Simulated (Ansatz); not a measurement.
Species: C2H8Si2, SMILES `C/[SiH]=[SiH]/C` (charge 0, multiplicity 1).

Task: Give a relaxed geometry from B3LYP-D3(BJ)/def2-TZVP in Ansatz (a program for electronic structure).

Result: the end point of this relaxation (outside a Z-matrix the atoms follow the SMILES, hydrogens last).
Bonds (Å): C1–Si2 1.880, C1–H5 1.092, C1–H6 1.090, C1–H7 1.091, Si2–Si3 2.156, Si2–H8 1.483, Si3–C4 1.880, Si3–H9 1.483, C4–H10 1.091, C4–H11 1.092, C4–H12 1.090. Bond angles (°): Si2–C1–H5 110.5, Si2–C1–H6 110.2, Si2–C1–H7 111.4, H5–C1–H6 108.1, H5–C1–H7 108.1, H6–C1–H7 108.6, C1–Si2–Si3 122.4, C1–Si2–H8 113.2, Si3–Si2–H8 117.5, Si2–Si3–C4 122.4, Si2–Si3–H9 117.5, C4–Si3–H9 113.2, Si3–C4–H10 111.4, Si3–C4–H11 110.5, Si3–C4–H12 110.2, H10–C4–H11 108.1, H10–C4–H12 108.6, H11–C4–H12 108.1.
